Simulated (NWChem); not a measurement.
System: C2H6OSi2; SMILES [SiH2]1C([SiH2]O1)=C

Here is an NWChem input.

```
start job
memory heap 200 mb stack 900 mb global 1100 mb
geometry units angstroms noautoz
  C      0.000000     0.000000    -2.291975
  C      0.000000     0.000000    -0.955895
  Si     0.000000     1.281580     0.433761
  O      0.000000     0.000000     1.548573
  Si     0.000000    -1.281580     0.433761
  H      0.000000    -0.927002    -2.879825
  H      0.000000     0.927002    -2.879825
  H      1.216165     2.138976     0.555022
  H     -1.216165     2.138976     0.555022
  H      1.216165    -2.138976     0.555022
  H     -1.216165    -2.138976     0.555022
end
basis spherical
  C library 6-31g*
  Si library 6-31g*
  O library 6-31g*
  H library 6-31g*
end
dft
  xc xpbe96 cpbe96
  iterations 150
  mulliken
end
task dft energy
```

Coordinates come from a PBE0/def2-SVP optimisation.

### Question
What results follow from this input? (PBE/6-31G* (spherical d).) Quantities: energy (Ha); highest occupied level (eV); orbital gap (eV); dipole (D).

### Answer
The energy (Ha) is -733.52. The highest occupied level (eV) is -6.51 and the orbital gap (eV) is 4.71. The dipole (D) is 2.01.
